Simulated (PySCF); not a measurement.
Species: C7H8BrN.
Atom-mapped SMILES: `[CH3:1][NH:2][c:3]1[cH:4][cH:5][cH:6][c:7]([Br:8])[cH:9]1` (hydrogens: H10, H11, H12 on C1; H13 on N2; H14 on C4; H15 on C5; H16 on C6; H17 on C9)

Theory: PySCF 2.14.0, PBE0-D3(BJ)/def2-SVP geometry optimisation, gas phase.

What internal coordinates does the optimisation give?

| bond | length (Å) |
| --- | --- |
| C1–N2 | 1.433 |
| N2–C3 | 1.371 |
| C3–C4 | 1.408 |
| C4–C5 | 1.392 |
| C5–C6 | 1.392 |
| C6–C7 | 1.395 |
| C7–Br8 | 1.891 |
| C7–C9 | 1.387 |
| C3–C9 | 1.410 |
| C1–H10, C1–H12 | 1.101 |
| C1–H11 | 1.108 |
| N2–H13 | 1.009 |
| C4–H14 | 1.090 |
| C5–H15 | 1.093 |
| C6–H16 | 1.090 |
| C9–H17 | 1.092 |

Bonds in one row agree within 0.01 Å and their mean is given. A selection of angles:
| angle | degrees |
| --- | --- |
| N2–C1–H10 | 111.4 |
| N2–C1–H11 | 113.3 |
| N2–C1–H12 | 109.2 |
| H10–C1–H11 | 107.6 |
| C1–N2–C3 | 123.3 |
| C1–N2–H13 | 117.1 |
| C3–N2–H13 | 116.0 |
| N2–C3–C4 | 122.1 |
| N2–C3–C9 | 119.6 |
| C4–C3–C9 | 118.3 |
| C3–C4–C5 | 120.2 |
| C3–C4–H14 | 120.3 |
| C5–C4–H14 | 119.5 |
| C4–C5–C6 | 121.8 |
| C4–C5–H15 | 119.0 |
| C6–C5–H15 | 119.2 |
| C5–C6–C7 | 117.6 |
| C5–C6–H16 | 121.6 |
| C7–C6–H16 | 120.8 |
| C6–C7–Br8 | 119.3 |
| C6–C7–C9 | 122.0 |
| Br8–C7–C9 | 118.7 |
| C7–C9–H17 | 119.9 |
| C3–C9–C7 | 120.1 |
| C3–C9–H17 | 120.0 |

Torsions: C1–N2–C3–C4 9° (synperiplanar). The mirror-image conformer, all signs reversed, is as good.

The 6 C–C bonds span 1.387 Å (C7–C9, aromatic) to 1.410 Å (C3–C9, aromatic), a spread of 0.023 Å. Of the pairs four or more bonds apart, C1···H14 is among the closest relative to their van der Waals radii: 2.60 Å, 90 % of the sum of Bondi's values. N2 (aniline-type nitrogen) is almost planar (angles 123.3°, 117.1° and 116.0°, sum 356.4°, 0.14 Å off the plane of its three neighbours). The 6-membered ring C3–C4–C5–C6–C7–C9 has internal angles of 117.6° to 122.0°; it is planar, 0.00 Å rms from its mean plane, widest ring torsion 0°. The 2 C–N bonds span 1.371 Å (N2–C3, drawn single) to 1.433 Å (C1–N2, drawn single), a spread of 0.062 Å.

Point group: near Cs, missed by 0.27 Å at most; the miss may be what the optimiser left on a soft mode. No frequency check. One conformer, not necessarily the lowest.
